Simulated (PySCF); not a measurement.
## Ca₂O₂: fields on a plane

Method: PBE0 in PySCF with Ca def2-TZVP, O def2-TZVP; no relativity; density-fitted integrals.

The singlet minimum has Ca–O 2.034 Å (×4); Ca–O–Ca 93.0° (×2), O–Ca–O 87.0° (×2).

The plane holds Ca1 at (0.00, 0.00), Ca2 at (2.95, 0.00), O3 at (1.47, 1.40), O4 at (1.47, -1.40) Å. Columns run from x = -1.95 to 5.25 Å, rows from y = 3.75 (top) to -3.45 Å, in steps of 0.3 Å. Other isomers or separated fragments may lie lower.

Problem. Give the highest occupied orbital (Å^-3/2) at -4.83 eV (cut at ±0.3; overall sign arbitrary). Lower edges of the bins (Å^-3/2): '0' -0.300, '1' -0.240, '2' -0.180, '3' -0.120, '4' -0.060, '5' 0.000, '6' 0.060, '7' 0.120, '8' 0.180, '9' 0.240; top 0.30.

Solution. 
```
5555555555555555555555555
5555555555555555555555555
5555555555566555555555555
5555555556666665555555555
5555555566777766555555555
5555555567999876555555555
5555555568999976555555555
5555555567999975555555555
5555555544300444555555555
5555665432000023456655555
5556666431000013466655555
5555687422100122487655555
5555577233333333286555555
4444422766666666713444444
4444312577899877522344444
4443333568999986533344444
4444334567999976543344444
4444444455699555444444444
4444444432000024444444444
4444444431000023444444444
4444444432000123444444444
4444444433222233444444444
4444444443333334444444444
4444444444433444444444444
4444444444444444444444444
```

Problem. Give the electrostatic potential (V) (cut at 20 V). Lower edges of the bins (V): '0' -4.83, '1' -4.68, '2' -4.45, '3' -4.08, '4' -3.50, '5' -2.57, '6' -1.11, '7' 1.22, '8' 4.90, '9' 10.74; top 20.0.

Solution. 
```
6666665555555555556666666
6666665555444455556666666
6666665554434445556666666
6666665543222334556666666
6666665432000124556666666
6666665432354323556666666
6666666544799744566666666
7777776657999965667777776
7777777767999976777777777
7777888887999978888877777
7778999998888889999887777
7788999999877899999988777
7789999999877899999988777
7789999999877899999988777
7788999999877899999988777
7778999998888889999887777
7777888887999978888877777
7777777767999976777777777
7777776657999965667777776
6666666544799744566666666
6666665432354323556666666
6666665432000124556666666
6666665543222334556666666
6666665554434445556666666
6666665555444455556666666
```
